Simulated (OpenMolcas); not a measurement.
What dynamic correlation does to the levels of neutral boron

```json
{
  "Program": "OpenMolcas",
  "Basis": "ANO-RCC-VQZP [5s4p3d2f1g]",
  "Scalar Hamiltonian": "DKH2, point nucleus",
  "Active space": "3 electrons in 8 orbitals (2s 2p 3s 3p)",
  "State averaging": "2S+1 = 4 odd, 1 root (0 in the spin-orbit step); 2S+1 = 2 odd, 3 roots; 2S+1 = 4 even, 3 roots; 2S+1 = 2 even, 5 roots",
  "Spin-orbit coupling": "RASSI with atomic mean-field integrals over the reference wave functions, term energies averaged over their components"
}
```

Methods on the same reference wave functions:
A. CASSCF
B. SS-CASPT2, IPEA 0.25 Eh, imaginary shift 0.1 Eh (closed shells correlated: 1s)

Energies in cm-1 above 2s2 2p 2P* 1/2, the measured ground level; measured values from NIST Handbook of Basic Atomic Spectroscopic Data.

```json
{"Level": "2s2 2p 2P* 1/2", "A": "0.0", "B": "0.0", "Measured": "0.0"}
{"Level": "2s2 2p 2P* 3/2", "A": "12.9", "B": "12.9", "Measured": "15.3"}
{"Level": "2s 2p2 4P 1/2", "A": "25374", "B": "28060", "Measured": "28870"}
{"Level": "2s 2p2 4P 3/2", "A": "25379", "B": "28060", "Measured": "28875"}
{"Level": "2s 2p2 4P 5/2", "A": "25388", "B": "28070", "Measured": "28881"}
```

Deviations, from unrounded energies. A percentage is the sum of absolute deviations over the sum of measured energies, with the sign that they share, or ± where signs differ.

| Against measurement | Levels | A | B |
| --- | --- | --- | --- |
| mean absolute deviation (cm-1) | 4 | 2600 | 610 |
| fine structure of the ground term (%) | 1 | -15.5 | -15.5 |
| other configurations (%) | 3 | -12.1 | -2.8 |

B lies closest to measurement on these levels. The largest miss of B in the table is 2s 2p2 4P 1/2, by -810 cm-1. The ranking rests on the paired levels alone, and a cruder setting can come out closer through cancelling errors.

The lowest spin-free term lies below A's lowest term by 0.061 hartree in B.

Active for correlation alone: 3p 3s; no level in the range computed is led by a configuration that fills them, so any true level of that kind is missing. Without dynamic correlation excited terms often stand tens of per cent too high (terms of higher spin than the ground term too low), and those without a measured partner can miss by more than the paired ones (holds for A). Computed and measured levels are paired by configuration, term and J; levels that our copy of the source lacks, or whose pairing is in doubt (as where it misses far off the trend of its configuration), stay unpaired and out of the deviations. Only configurations of the active space appear. Levels that lie high or do not pair safely by name in every column are left out.

* marks odd parity.
